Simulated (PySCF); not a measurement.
Species: C2H9BO2Si.
SMILES: `BCO[SiH2]OC`

Jobs on this species (15 atoms, 56 electrons) with PySCF (density fitting). Hardware of each: one thread, Arm Neoverse V1 (aarch64), no GPU, shared host. Other jobs ran on the host; a repeat could differ by tens of per cent or more. Peak memory is the resident size of the whole Python process, interpreter and libraries included.

```csv
level and settings,work,basis functions,SCF cycles,wall time,peak memory
"PBE0-D3(BJ)/def2-SVP, grid level 1",geometry optimisation from a GFN2-xTB start shaken at random,133,?,?,?
B3LYP/pcSseg-2,shieldings,349,14,57 s,1.6 GiB
PBE0/pcSseg-1,"shieldings, charges and field gradients",154,13,16 s,0.91 GiB
wB97X-D/def2-SVPD,"10 singlets by full TDDFT, 4 Tamm–Dancoff triplets, polarisability, ΔSCF ions",202,13,3.4 min,1.0 GiB
```

Q: Fill in the missing figures.

A: 
- PBE0-D3(BJ)/def2-SVP, grid level 1; geometry optimisation from a GFN2-xTB start shaken at random: 2.0 min, 0.55 GiB, 117 SCF cycles

Q: What do all jobs in the table cost together?

A: About 6.6 min; the longest takes about 51 % of that, and about 13 times as long as the shortest.
